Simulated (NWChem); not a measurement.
System: CH4ClFSi; SMILES FC[SiH2]Cl

Here is an NWChem input.

```
start job
memory heap 200 mb stack 900 mb global 1100 mb
geometry units angstroms noautosym nocenter noautoz
  F      0.870314     1.962404    -0.266927
  C     -0.154095     1.488847     0.519865
  Si    -0.830958    -0.141478    -0.163241
  Cl     0.601399    -1.623086     0.002051
  H      0.207300     1.356874     1.555596
  H     -0.968435     2.237703     0.551618
  H     -1.187007     0.013458    -1.598837
  H     -2.023410    -0.533854     0.641233
end
basis spherical
  F library def2-svp
  C library def2-svp
  Si library def2-svp
  Cl library def2-svp
  H library def2-svp
end
dft
  xc xpbe96 cpbe96
  iterations 150
end
cosmo
  do_cosmo_smd true
  solvent anisole
end
task dft energy
```

The geometry was optimised at PBE0/def2-SVP. Solvent: anisole.

Level: PBE/def2-SVP with SMD (1 M gas to 1 M solution), gas-phase geometry. Reactions with the solvent are ignored.

**Question.** What results follow from this input? (PBE/def2-SVP, SMD on the gas-phase geometry.) Quantities: solvation free energy (kcal/mol); cavity-dispersion-structure term (kcal/mol); dipole in solution (D).

**Answer.** 
```json
{
 "solvation free energy (kcal/mol)": "-2.7",
 "cavity-dispersion-structure term (kcal/mol)": "-0.4",
 "dipole in solution (D)": "2.53"
}
```
